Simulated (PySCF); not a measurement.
(Cl)3Zr-O-SiH3 (singlet state).
Cartesian coordinates in Å at the PBE0-D3(BJ)/def2-SVP level; atoms count from 1:
```xyz
9
Cl3H3OSiZr angstrom
Zr     1.2255    1.0780   -0.5297
Cl     0.2364    2.1849   -2.3334
Cl     3.0728   -0.1736   -1.2478
Cl     1.8614    2.6056    1.1247
O     -0.0968   -0.0893    0.1617
Si    -1.2892   -1.1886    0.6054
H     -0.7495   -2.0680    1.6788
H     -1.6610   -1.9931   -0.5914
H     -2.4668   -0.4253    1.1061
```

Method: TDDFT wB97X-D/def2-SVPD, vertical, gas phase, core orbitals frozen in the response, def2 core potentials past Kr in PySCF. Spin–orbit coupling is left out. Note that the optimisation stopped short of convergence; the values belong to its last geometry.

Transition dipole moments from the ground state, in atomic units and in the frame of the coordinates above (overall signs are arbitrary), for the states with f of 0.002 or more among the lowest 9:

```json
{"state": "S4", "E (eV)": "6.297", "μx": "-0.359", "μy": "-0.084", "μz": "-0.062"}
{"state": "S5", "E (eV)": "6.319", "μx": "0.211", "μy": "-0.391", "μz": "-0.001"}
{"state": "S6", "E (eV)": "6.328", "μx": "-0.046", "μy": "-0.052", "μz": "-0.435"}
{"state": "S7", "E (eV)": "6.609", "μx": "0.007", "μy": "-0.135", "μz": "-0.147"}
{"state": "S8", "E (eV)": "6.635", "μx": "0.129", "μy": "-0.029", "μz": "0.114"}
{"state": "S9", "E (eV)": "6.659", "μx": "0.075", "μy": "-0.121", "μz": "-0.063"}
```

(1) Work out the oscillator strengths.

(2) How is the summed strength of these states shared among x, y and z?

## Answers

(1) f = (2/3) ΔE |μ|² with ΔE in hartree (27.2114 eV).

| state | \|μ\|² (au) | \|μ\| (D) | f |
| --- | --- | --- | --- |
| S4 | 0.140 | 0.95 | 0.022 |
| S5 | 0.197 | 1.13 | 0.031 |
| S6 | 0.195 | 1.12 | 0.030 |
| S7 | 0.040 | 0.51 | 0.006 |
| S8 | 0.031 | 0.44 | 0.005 |
| S9 | 0.024 | 0.40 | 0.004 |

(2) (2/3) Σ ΔE μα² gives 0.031 for x, 0.031 for y and 0.036 for z, 0.098 in all.

S5/S6 coincide within about 0.01 eV; within a degenerate level the directions of the single components are arbitrary.

All these states lie below the vertical ionisation energy of 11.54 eV (ΔSCF).
